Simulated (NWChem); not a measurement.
System: BH₂OBr; SMILES OBBr

Parts of the log:

```
             Northwest Computational Chemistry Package (NWChem) 7.3.0
             --------------------------------------------------------

 CS  symmetry detected

                             Geometry "geometry" -> ""
                             -------------------------

 Output coordinates in angstroms (scale by  1.889725989 to convert to a.u.)

  No.       Tag          Charge          X              Y              Z
 ---- ---------------- ---------- -------------- -------------- --------------
    1 B                    5.0000    -0.58586751     1.09536193     0.00000000
    2 H                    1.0000    -1.76759684     1.30871626     0.00000000
    3 Br                  35.0000     0.03712714    -0.73071747     0.00000000
    4 O                    8.0000     0.27447520     2.11758099     0.00000000
    5 H                    1.0000     1.20168288     1.84893764     0.00000000

 Effective nuclear repulsion energy (a.u.)     139.0803073807

      Symmetry information
      --------------------

 Group name             Cs
 Group number              2
 Group order               2
 No. of unique centers     5

                                Z-matrix (autoz)
                                --------

 Units are Angstrom for bonds and degrees for angles

      Type          Name      I     J     K     L     M      Value
      ----------- --------  ----- ----- ----- ----- ----- ----------
    1 Stretch                  1     2                       1.20083
    2 Stretch                  1     3                       1.92943
    3 Stretch                  1     4                       1.33608
    4 Stretch                  4     5                       0.96534
    5 Bend                     1     4     5               113.92729
    6 Bend                     2     1     3               119.07202
    7 Bend                     2     1     4               119.85121
    8 Bend                     3     1     4               121.07677
    9 Torsion                  2     1     4     5         180.00000
   10 Torsion                  3     1     4     5           0.00000

                           NWChem Geometry Optimization
                           ----------------------------

[...]

      ----------------------
      Optimization converged
      ----------------------

  Step       Energy      Delta E   Gmax     Grms     Xrms     Xmax
  ---- ---------------- -------- -------- -------- -------- --------
@    5   -2670.75183049 -5.3D-08  0.00002  0.00001  0.00017  0.00033
                                     ok       ok       ok       ok

                                Z-matrix (autoz)
                                --------

 Units are Angstrom for bonds and degrees for angles

      Type          Name      I     J     K     L     M      Value     Gradient
      ----------- --------  ----- ----- ----- ----- ----- ---------- ----------
    1 Stretch                  1     2                       1.21315    0.00000
    2 Stretch                  1     3                       1.91655    0.00001
    3 Stretch                  1     4                       1.33375    0.00002
    4 Stretch                  4     5                       0.97941   -0.00001
    5 Bend                     1     4     5               113.39888   -0.00001
    6 Bend                     2     1     3               119.43186   -0.00002
    7 Bend                     2     1     4               119.64062    0.00001
    8 Bend                     3     1     4               120.92752    0.00000
    9 Torsion                  2     1     4     5         180.00000    0.00000
   10 Torsion                  3     1     4     5           0.00000    0.00000

                         Geometry "geometry" -> "geometry"
                         ---------------------------------

 Output coordinates in angstroms (scale by  1.889725989 to convert to a.u.)

[...]

 Rotational Constants
 --------------------
 A=   1.728886 cm-1  (  2.487426 K)
 B=   0.129276 cm-1  (  0.185995 K)
 C=   0.120282 cm-1  (  0.173055 K)

 Temperature                      =   298.15K
 frequency scaling parameter      =   1.0000

 Zero-Point correction to Energy  =   17.291 kcal/mol  (  0.027555 au)
 Thermal correction to Energy     =   19.594 kcal/mol  (  0.031225 au)
 Thermal correction to Enthalpy   =   20.186 kcal/mol  (  0.032169 au)

 Total Entropy                    =   66.067 cal/mol-K
   - Translational                =   39.955 cal/mol-K (mol. weight = 108.9364)
   - Rotational                   =   23.600 cal/mol-K (symmetry #  =        1)
   - Vibrational                  =    2.512 cal/mol-K

 Cv (constant volume heat capacity) =   11.007 cal/mol-K
   - Translational                  =    2.979 cal/mol-K
   - Rotational                     =    2.979 cal/mol-K
   - Vibrational                    =    5.048 cal/mol-K

[normal modes left out]

 ----------------------------------------------------------------------------
 Normal Eigenvalue ||           Projected Infra Red Intensities
  Mode   [cm**-1]  || [atomic units] [(debye/angs)**2] [(KM/mol)] [arbitrary]
 ------ ---------- || -------------- ----------------- ---------- -----------
    1       -0.000 ||    0.000491           0.011         0.478       0.081
    2       -0.000 ||    0.000160           0.004         0.156       0.026
    3       -0.000 ||    0.000032           0.001         0.032       0.005
    4        0.000 ||    0.000003           0.000         0.003       0.001
    5        0.000 ||    0.003785           0.087         3.690       0.623
    6        0.000 ||    0.004990           0.115         4.864       0.821
    7      318.272 ||    0.015886           0.366        15.486       2.615
    8      630.947 ||    0.034790           0.803        33.915       5.727
    9      636.811 ||    0.123685           2.854       120.574      20.359
   10      810.249 ||    0.002080           0.048         2.027       0.342
   11      939.272 ||    0.079372           1.831        77.376      13.065
   12     1084.210 ||    0.211252           4.874       205.938      34.772
   13     1381.446 ||    0.282975           6.528       275.858      46.578
   14     2608.560 ||    0.079616           1.837        77.613      13.105
   15     3691.445 ||    0.072176           1.665        70.361      11.880
 ----------------------------------------------------------------------------
```

Level: LDA (Slater exchange, VWN5)/def2-SVP. This build's default masses of Se (78.918 u) and Br (79.917 u) are each other's, which moves their modes by up to 0.6 %.

Problem. Write an input that gives this output.

Solution. One answer among several that fit: the input that was run:
```
start job
memory heap 200 mb stack 900 mb global 1100 mb
geometry units angstroms
  B     -0.574275     1.095668     0.000000
  H     -1.759314     1.289799     0.000000
  Br     0.078299    -0.720051     0.000000
  O      0.269350     2.131727     0.000000
  H      1.200799     1.878180     0.000000
end
basis spherical
  B library def2-svp
  H library def2-svp
  Br library def2-svp
  O library def2-svp
end
dft
  xc slater vwn_5
  iterations 150
end
driver
  maxiter 120
end
task dft optimize
task dft freq
```
